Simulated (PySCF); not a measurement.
# Excitation energy of Ga by level of theory

Ga [Ar] 3d10 4s2 4p1 (2P) → Ga [Ar] 3d10 4s1 4p1 5s1 (4P), as a difference of total energies. Computed with PySCF 2.14 in aug-cc-pVQZ-DK (8s7p5d3f2g, 93 functions), with the spin-free X2C one-electron Hamiltonian (Gaussian nucleus). Correlated levels: valence: [Ar] 3d10 frozen. The calculations carry no spin-orbit coupling.

```tsv
method	excitation energy (eV)
UHF	7.259
LDA	9.249
PBE	8.959
PBE0	8.702
r2SCAN	8.813
BHandHLYP	8.847
wB97X-V	8.923
r2SCANh	8.743
TPSSh	8.740
MP2 (valence)	8.074
SCS-MP2 (valence)	8.320
```

Question: How much does correlation contribute at MP2 (valence)?

Answer: 8.074 − (7.259) = 0.815 eV, measured against UHF.

A first-order spin-orbit estimate (lowest level to lowest level, LS coupling) adds -0.020 eV.

The upper state lies above the first ionisation limit, but in LS coupling its spin forbids autoionisation to the ground ion. A Rydberg-like electron needs more diffuse functions than a valence basis has.

The promoted electron is Rydberg-like, and one or two diffuse shells describe it only roughly, which tends to raise the upper state.
